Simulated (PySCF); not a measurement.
# Correlation energy of Ag (silver, neutral)

[Kr] 4d9 5s2, 2D determinant (an excited configuration). Calculation: PySCF 2.14, in def2-TZVPPD with the def2 core potential (28 electrons) (6s4p3d2f1g, 56 functions); a scalar-relativistic core potential. Frozen: 4s2 4p6; 11 electrons correlated.

```csv
level,correlation energy (mhartree)
CCSD,-346.99
(T),-12.33
CCSD(T),-359.32
```

Diagnostics: T1 = 0.019, D1 = 0.0650, largest double amplitude 0.073.

Cost of the coupled-cluster step: roughly 10 core-seconds, for 11 correlated electrons.

Iterations:

```
CC2 = 0
CCSD nocc = (np.int64(6), np.int64(5)), nmo = (52, 52)
frozen orbitals [[0, 1, 2, 3], [0, 1, 2, 3]]
max_cycle = 100
direct = 0
conv_tol = 1e-08
conv_tol_normt = 1e-06
diis_space = 8
diis_start_cycle = 0
Init t2, MP2 energy = -0.363838305330012
Init E_corr(UCCSD) = -0.363838305342614
cycle = 1  E_corr(UCCSD) = -0.338991627061882  dE = 0.0248466783  norm(t1,t2) = 0.0770432
cycle = 2  E_corr(UCCSD) = -0.346042790019626  dE = -0.00705116296  norm(t1,t2) = 0.0217385
cycle = 3  E_corr(UCCSD) = -0.346301879095856  dE = -0.000259089076  norm(t1,t2) = 0.0103533
cycle = 4  E_corr(UCCSD) = -0.346996543538392  dE = -0.000694664443  norm(t1,t2) = 0.00176989
cycle = 5  E_corr(UCCSD) = -0.346985990686338  dE = 1.05528521e-05  norm(t1,t2) = 0.000433577
cycle = 6  E_corr(UCCSD) = -0.34698574130505  dE = 2.49381287e-07  norm(t1,t2) = 0.0001817
cycle = 7  E_corr(UCCSD) = -0.346988821834433  dE = -3.08052938e-06  norm(t1,t2) = 6.20692e-05
cycle = 8  E_corr(UCCSD) = -0.346988523839594  dE = 2.97994839e-07  norm(t1,t2) = 2.20748e-05
cycle = 9  E_corr(UCCSD) = -0.346988216957512  dE = 3.06882081e-07  norm(t1,t2) = 5.66369e-06
cycle = 10  E_corr(UCCSD) = -0.346988368162935  dE = -1.51205422e-07  norm(t1,t2) = 1.2892e-06
cycle = 11  E_corr(UCCSD) = -0.34698832218782  dE = 4.59751143e-08  norm(t1,t2) = 3.9785e-07
cycle = 12  E_corr(UCCSD) = -0.346988320143698  dE = 2.04412248e-09  norm(t1,t2) = 1.41201e-07
UCCSD converged
E(UCCSD) = -146.3276517038194  E_corr = -0.3469883201436978
UCCSD(T) correction = -0.012334389439117
```
